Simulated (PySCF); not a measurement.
## Static response to an electric field

Compound: C₂H₄F₃GeN.
Geometry (PBE0-D3(BJ)/def2-SVP, Å), atoms numbered from 1 in this order:
```
atom  x, y, z in Å
N1     2.525   -0.484    0.314
C2     1.450   -0.632   -0.341
Ge3   -0.024    0.664   -0.453
C4    -1.638   -0.174    0.374
F5    -2.719    0.609    0.282
F6    -1.442   -0.436    1.672
F7    -1.931   -1.335   -0.230
H8     2.553    0.422    0.798
H9     1.324   -1.581   -0.895
H10    0.339    1.913    0.364
H11   -0.400    1.006   -1.901
```

Level: CAM-B3LYP/def2-SVPD (PySCF), static field, nuclei fixed, core orbitals frozen in the response. The polarisability tensor in these axes (au):

```
x   76.29 -2.62  4.90
y   -2.62 60.84  0.64
z    4.90  0.64 58.45
```

Task: Diagonalise the tensor; give its mean and Δα, where Δα² is half the sum of the squared differences of the eigenvalues.

Result: Principal values 56.77, 60.93 and 77.88 au; mean 65.19 au = 9.66 Å³ = 10.75 × 10⁻⁴⁰ C²·m²/J; Δα = 19.37 au (30 % of the mean).

Task: What is the dipole moment, and where does it point?

Result: (0.40, 1.78, -1.22) D, 2.20 D in size, pointing from the negative to the positive side. Measured along this direction, the outermost atoms are F6 at the negative end and H11 at the positive end.

Task: How large is μ²/3kT at 500 K beside α?

Result: In Gaussian units μ²/3kT = 23.39 Å³ against 9.66 Å³, a ratio of 2.42; the Debye molar polarisation (4π/3)N_A(α + μ²/3kT) is 83.4 cm³/mol, leaving out the vibrational part.

Task: Find the Langevin capture rate constant for H3O+ (19.018 u) meeting this molecule (172.951 u), k = 2.342 × 10⁻⁹ cm³/s × √(α in Å³ / reduced mass in u).

Result: The reduced mass is 17.13 u, so k = 1.76 × 10⁻⁹ cm³/s. The formula leaves out the permanent dipole, which adds to the capture rate.

Task: Sum over states: ᾱ = Σ f/ω², ω in Eh. What share falls to these 10 lowest TDDFT singlets (eV, f)? 4.38, 0.0000; 6.77, 0.0054; 7.34, 0.0012; 7.57, 0.0330; 7.77, 0.0184; 7.92, 0.3310; 8.07, 0.0695; 8.09, 0.0744; 8.51, 0.0329; 8.56, 0.0748.

Result: They add up to 7.39 au, 11.3 % of the 65.19 au; the largest single term is 3.91 au, from the state at 7.92 eV. Terms in order: 0.00, 0.09, 0.02, 0.43, 0.23, 3.91, 0.79, 0.84, 0.34, 0.76 au. Higher excitations give the rest. The strengths listed sum to 0.641.

Task: Directions of the eigenvectors, and the extent of the frame along each?

Result: Largest value along (0.96, -0.14, 0.24), where the nuclei span 5.22 Å; middle along (0.05, 0.94, 0.34), 3.66 Å; least along (-0.27, -0.32, 0.91), 3.99 Å. The strongest response lies along the longest span, while the other two are in reverse order.

Task: What molar refraction does this α imply?

Result: Lorentz–Lorenz: R = (4π/3)N_A α = 2.5225 cm³/(mol·Å³) × 9.66 Å³ = 24.4 cm³/mol, in the limit of long wavelengths.

Isolated species at its PBE0-D3(BJ)/def2-SVP geometry (one conformer only). The calculation is non-relativistic, for germanium too.
